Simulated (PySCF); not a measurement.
Computed shifts of a molecule CH3F3OSi, HF/pcSseg-1 (PySCF), GIAO, gas phase, atoms alike by connectivity averaged where their shifts nearly agree, in ppm (number of nuclei): ²⁹Si: -57.5 (1). ¹⁹F: -116.4 (1), -124.8 (1), -264.1 (1). ¹³C: 68.9 (1). ¹H: 4.71 (1), 4.62 (1), 4.02 (1). References: ¹⁷O against H2O (σ = 333.0 ppm); ²⁹Si against TMS (σ = 393.8 ppm); ¹⁹F against CFCl3 (σ = 238.5 ppm); ¹³C against TMS (σ = 192.6 ppm); ¹H against TMS (σ = 31.99 ppm), references at their B3LYP-D3(BJ)/def2-TZVP geometries, non-relativistic. Geometry: ωB97X-D3(BJ)/def2-SVP. One conformer was computed; it need not be the lowest.

Question: Which molecule gave these data?
A) CO[Si](F)(F)F
B) O[SiH2]C(F)(F)F
C) O[Si](F)(F)CF
D) OC[Si](F)(F)F

Answer: C, O[Si](F)(F)CF
